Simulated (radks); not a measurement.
Values are calculated unless marked as measured or tabulated.
Ionisation of neutral krypton, [Kr], to [Ar] 3d10 4s2 4p5 as the strength of local exchange is varied. Level of theory: scalar-relativistic Kohn-Sham, Slater X-alpha exchange (alpha = 2/3 is LDA exchange), no correlation, spin-unpolarised, spherical densities, finite nucleus; Fermi nuclear charge, rms radius 4.1884 fm (a radial shooting solver on a logarithmic mesh with Libxc functionals).

| alpha | E(Kr) (hartree) | exchange (hartree) | IE (eV) | -e of the level emptied (eV) | <r> of it (bohr) |
|---|---|---|---|---|---|
| 0.604 | -2775.11871 | -80.99789 | 12.321 | 7.425 (4p) | 1.993 |
| 0.619 | -2777.13329 | -83.06845 | 12.507 | 7.591 (4p) | 1.986 |
| 0.667 | -2783.58956 | -89.71335 | 13.114 | 8.133 (4p) | 1.964 |
| 0.695 | -2787.36248 | -93.60298 | 13.473 | 8.455 (4p) | 1.951 |
| 0.739 | -2793.30143 | -99.73525 | 14.047 | 8.972 (4p) | 1.932 |
| 0.789 | -2800.06517 | -106.73337 | 14.711 | 9.573 (4p) | 1.911 |
| 0.825 | -2804.94489 | -111.79151 | 15.198 | 10.015 (4p) | 1.896 |
| 0.892 | -2814.04848 | -121.24871 | 16.121 | 10.858 (4p) | 1.869 |

NIST Atomic Spectra Database: 14.000 eV (measured). The Delta-SCF value meets it near alpha = 0.74. Spin polarisation and multiplet splitting are left out, so open shells lie too high by an amount that depends on their filling.

Beside tabulated values, note that spin-unpolarised runs miss the spin-polarisation part of the exchange energy of open shells.
